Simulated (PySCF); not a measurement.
**Nuclear quadrupole coupling in [VO4]3-**

Compound: [VO4]3- (charge -3 and singlet state).
Z-matrix (Å and degrees, PBE0-D3(BJ)/def2-SVP geometry), rows numbered from 1:
```
V 
O   1  1.7137
O   1  1.7129  2  109.41
O   1  1.7141  2  109.50  3  -119.95
O   1  1.7140  2  109.49  3   119.96
```

Field gradients from the PBE0/pcSseg-1 (pcSseg-2 on V) density (PySCF, non-relativistic), principal values in atomic units, ordered |Vxx| ≤ |Vyy| ≤ |Vzz|:

| atom | Vxx | Vyy | Vzz |
| --- | --- | --- | --- |
| O2 | -0.0713 | -0.0723 | 0.1436 |
| O3 | -0.0713 | -0.0719 | 0.1433 |
| O4 | -0.0715 | -0.0720 | 0.1434 |
| O5 | -0.0715 | -0.0719 | 0.1433 |

Find the asymmetry η = (Vxx − Vyy)/Vzz and the couplings χ = eQV/h (234.96 MHz × Q in barn × V in au), with Q(17O) = −0.0256 b.

```json
{"atom": "O2", "environment": "oxygen bonded to V", "nucleus": "17O", "η": "0.01", "χzz (MHz)": "-0.864", "χxx (MHz)": "0.429", "χyy (MHz)": "0.435"}
{"atom": "O3", "environment": "oxygen bonded to V", "nucleus": "17O", "η": "0.00", "χzz (MHz)": "-0.862", "χxx (MHz)": "0.429", "χyy (MHz)": "0.433"}
{"atom": "O4", "environment": "oxygen bonded to V", "nucleus": "17O", "η": "0.00", "χzz (MHz)": "-0.863", "χxx (MHz)": "0.430", "χyy (MHz)": "0.433"}
{"atom": "O5", "environment": "oxygen bonded to V", "nucleus": "17O", "η": "0.00", "χzz (MHz)": "-0.862", "χxx (MHz)": "0.430", "χyy (MHz)": "0.432"}
```

The gradient is axial or nearly so (η below 0.05) at O2, O3, O4 and O5. The tensor is traceless: Vxx + Vyy + Vzz = 0.

What is Vzz at O4 in SI units (1 au = 9.71736 × 10²¹ V/m²)?

0.1434 au = 1.394 × 10²¹ V/m².

Whether so highly charged an anion holds all its electrons in the gas phase wasn't checked; a finite basis holds them in any case. The ion is multiply charged and computed without counter-ions or solvent. The pcSseg-1 basis has no diffuse functions, a weakness for an anion. The HOMO energy is positive at this level (+10.25 eV), so the outermost electrons may be held by the finite basis alone. The basis is small and wasn't made for field gradients, so the couplings can be 20 % off.
